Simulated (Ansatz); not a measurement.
```
atom    x (Å)    y (Å)    z (Å)
   C   0.0037   0.6302  -1.2262
   C   0.0060  -0.6233  -1.2420
   C   0.0073   1.4651  -0.1403
   C  -0.0065  -1.4573  -0.1394
   C  -0.0092   0.7002   1.0515
   C  -0.0090  -0.7068   1.0534
   H   0.0080   2.5569  -0.1358
   H   0.0073  -2.5476  -0.1306
   H  -0.0092   1.2277   2.0169
   H   0.0037  -1.2209   2.0165
```

Basis set: cc-pVDZ (spherical functions). Frozen core: 6 orbitals. Charge 0, multiplicity 1.

Computed with Ansatz (development build ahead of 0.2.0); each method stands on the lowest determinant of its kind that the runs found. Restricted open shells among the atoms or ions are ROHF, correlated in semicanonical orbitals with singles.

Task: Give the atomization energy at this shape (free ground-state atoms in the same class of orbitals less the molecule, no zero-point energy) of singlet C₆H₄ by RHF-MP2, RHF.

Result:

```json
{"method": "RHF-MP2", "atomization energy": "1110.53 kcal/mol"}
{"method": "RHF", "atomization energy": "823.55 kcal/mol"}
```

Caution: in another basis set an unrestricted determinant lies well below.
